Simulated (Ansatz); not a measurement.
Born–Oppenheimer molecular dynamics of BFH4OS (8 atoms, charge 0, multiplicity 1). It starts at the highest image of a converged band. Of that band: The profile has 2 maxima (images 2, 4) with wells between them (image 3): this band takes more than one step, which may be the mechanism or a detour left from its start path. Neighbouring images differ by up to 1.5 eV, so the band resolves the path poorly. A vibrational analysis at the climbing image gives one clearly imaginary mode, 979i cm⁻¹: a first-order saddle point.

Method: RKS CAM-B3LYP/def2-SVP in Ansatz.

```json
{
 "ensemble": "NVE (velocity Verlet)",
 "time step": "0.5 fs",
 "steps asked": "200",
 "starting velocities drawn for": "300 K",
 "seed": "5983"
}
```

Frames 2.5 fs apart, positions in Å.

Velocities at 70 fs (Å/ps):

```
B 2.91 5.31 -8.31
F -3.45 -12.95 11.97
O 1.71 2.50 0.48
H -3.92 -16.77 -36.69
H 9.22 22.25 -11.04
S 0.49 5.13 -2.74
H -4.95 -26.71 -9.38
H -9.36 5.33 0.21
```

```xyz
8
Properties=species:S:1:pos:R:3 time_fs=70 energy_less_start_eV=-0.379 T=790
B 0.229 0.739 -0.296
F -0.479 -0.799 1.996
O 1.357 0.042 -0.242
H 1.263 -0.955 -0.410
H -0.765 0.372 -0.862
S -0.037 2.195 0.778
H 1.163 2.067 1.369
H -0.489 0.142 1.864
8
Properties=species:S:1:pos:R:3 time_fs=72.5 energy_less_start_eV=-0.393 T=809
B 0.233 0.752 -0.316
F -0.488 -0.829 2.026
O 1.363 0.043 -0.241
H 1.259 -0.920 -0.496
H -0.745 0.426 -0.901
S -0.035 2.207 0.771
H 1.159 2.008 1.352
H -0.514 0.119 1.874
8
Properties=species:S:1:pos:R:3 time_fs=75 energy_less_start_eV=-0.376 T=789
B 0.234 0.765 -0.332
F -0.497 -0.856 2.054
O 1.368 0.040 -0.241
H 1.263 -0.806 -0.582
H -0.734 0.470 -0.971
S -0.033 2.219 0.763
H 1.167 1.967 1.348
H -0.541 0.039 1.901
8
Properties=species:S:1:pos:R:3 time_fs=77.5 energy_less_start_eV=-0.454 T=886
B 0.233 0.779 -0.344
F -0.505 -0.885 2.083
O 1.373 0.045 -0.237
H 1.266 -0.798 -0.723
H -0.719 0.503 -1.060
S -0.030 2.229 0.755
H 1.169 1.951 1.352
H -0.575 0.022 1.925
8
Properties=species:S:1:pos:R:3 time_fs=80 energy_less_start_eV=-0.335 T=736
B 0.230 0.792 -0.355
F -0.514 -0.915 2.111
O 1.375 0.050 -0.236
H 1.284 -0.774 -0.850
H -0.676 0.532 -1.145
S -0.025 2.238 0.747
H 1.153 1.962 1.359
H -0.612 0.030 1.952
8
Properties=species:S:1:pos:R:3 time_fs=82.5 energy_less_start_eV=-0.454 T=885
B 0.227 0.803 -0.366
F -0.523 -0.941 2.138
O 1.372 0.051 -0.240
H 1.329 -0.643 -0.893
H -0.607 0.565 -1.213
S -0.019 2.244 0.739
H 1.134 1.992 1.374
H -0.640 -0.035 1.996
8
Properties=species:S:1:pos:R:3 time_fs=85 energy_less_start_eV=-0.388 T=802
B 0.229 0.814 -0.376
F -0.532 -0.967 2.165
O 1.364 0.056 -0.245
H 1.391 -0.544 -0.955
H -0.532 0.599 -1.270
S -0.013 2.250 0.730
H 1.129 2.033 1.403
H -0.671 -0.081 2.042
8
Properties=species:S:1:pos:R:3 time_fs=87.5 energy_less_start_eV=-0.323 T=720
B 0.237 0.824 -0.384
F -0.541 -0.996 2.191
O 1.352 0.067 -0.246
H 1.467 -0.519 -1.072
H -0.477 0.635 -1.327
S -0.008 2.254 0.721
H 1.133 2.078 1.438
H -0.711 -0.062 2.081
8
Properties=species:S:1:pos:R:3 time_fs=90 energy_less_start_eV=-0.334 T=731
B 0.249 0.834 -0.392
F -0.550 -1.021 2.217
O 1.340 0.075 -0.254
H 1.531 -0.443 -1.085
H -0.449 0.679 -1.377
S -0.003 2.257 0.711
H 1.128 2.122 1.465
H -0.736 -0.102 2.127
8
Properties=species:S:1:pos:R:3 time_fs=92.5 energy_less_start_eV=-0.211 T=576
B 0.263 0.846 -0.404
F -0.560 -1.044 2.243
O 1.331 0.081 -0.264
H 1.581 -0.345 -1.031
H -0.435 0.734 -1.403
S 0.002 2.260 0.703
H 1.108 2.160 1.476
H -0.753 -0.169 2.177
8
Properties=species:S:1:pos:R:3 time_fs=95 energy_less_start_eV=-0.267 T=644
B 0.275 0.863 -0.419
F -0.569 -1.070 2.268
O 1.323 0.089 -0.268
H 1.659 -0.332 -1.082
H -0.430 0.796 -1.399
S 0.006 2.263 0.695
H 1.088 2.186 1.478
H -0.785 -0.157 2.220
8
Properties=species:S:1:pos:R:3 time_fs=97.5 energy_less_start_eV=-0.165 T=516
B 0.283 0.885 -0.438
F -0.578 -1.095 2.293
O 1.323 0.094 -0.271
H 1.712 -0.330 -1.113
H -0.438 0.858 -1.385
S 0.009 2.266 0.687
H 1.086 2.196 1.483
H -0.807 -0.170 2.263
```

Of the whole run (100 fs, mean temperature of the second half 747 K): The conserved energy stayed within 0.45 meV per atom of its start (net change 0.068 meV per atom), so the integration is sound. The kinetic energy rose, since the run started high on the potential surface and went downhill. It ends in pieces (BH3OS + FH), so much of that is their flight and rotation, not heat. A run of 0.1 ps of so small a system gives no equilibrium averages. The orbitals stay closed-shell, which can raise the energy where a bond breaks towards radicals; this wasn't checked here.

Time of the run: 9.1 min on 2 threads of Arm Neoverse N1, with other jobs on the host, peak memory 0.17 GiB.
